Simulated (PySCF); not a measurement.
**Al: excitation energy**

Al [Ne] 3s2 3p1 (2P) → Al [Ne] 3s1 3p1 4s1 (4P), as a difference of total energies. Computed with PySCF 2.14 in aug-cc-pwCVDZ (6s5p3d, 36 functions), with the non-relativistic Hamiltonian (point nucleus). Correlated levels: valence and next inner shell: 1s2 frozen. The calculations carry no spin-orbit coupling.

```csv
method,excitation energy (eV)
UHF,6.448
MP2 (valence and next inner shell),7.293
SCS-MP2 (valence and next inner shell),7.481
CCSD (valence and next inner shell),7.554
CCSD(T) (valence and next inner shell),7.589
```

How much does correlation contribute at CCSD(T) (valence and next inner shell)?

7.589 − (6.448) = 1.141 eV, measured against UHF.

The upper state lies above the first ionisation limit, but in LS coupling its spin forbids autoionisation to the ground ion. A Rydberg-like electron needs more diffuse functions than a valence basis has.

The promoted electron is Rydberg-like, and one or two diffuse shells describe it only roughly, which tends to raise the upper state.
